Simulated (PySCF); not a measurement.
CH6N2Si2, SMILES N[Si@H]1C=N[SiH2]1.

Coordinates come from a B3LYP-D3(BJ)/def2-SVP optimisation. The structure was generated by enumeration; whether it is a known compound was not checked. The values are those of a single conformer.

Two levels are set side by side: PBE/def2-TZVP (PySCF) and CAM-B3LYP/def2-TZVP (PySCF). Same geometry, gas phase. Differences are taken from unrounded values.

```
quantity                     CAM-B3LYP    PBE  PBE minus CAM-B3LYP
---------------------------  ---------  -----  -------------------
orbital gap (eV)                  7.99   3.07                -4.93
highest occupied level (eV)      -7.88  -5.24                 2.64
lowest empty level (eV)           0.11  -2.17                -2.28
dipole moment (D)                 3.26   3.07                -0.18
mean polarisability (bohr³)       76.3   80.8                  4.5
```

Without exact exchange PBE keeps part of each electron's self-repulsion, which lifts occupied levels and narrows the gap. Loosely held outer electrons make PBE densities more polarisable. Differences between two approximate levels are no errors against the true value.

Rough cost on one machine, each run with all the roots and properties that it gave: CAM-B3LYP against PBE within a factor of 2.
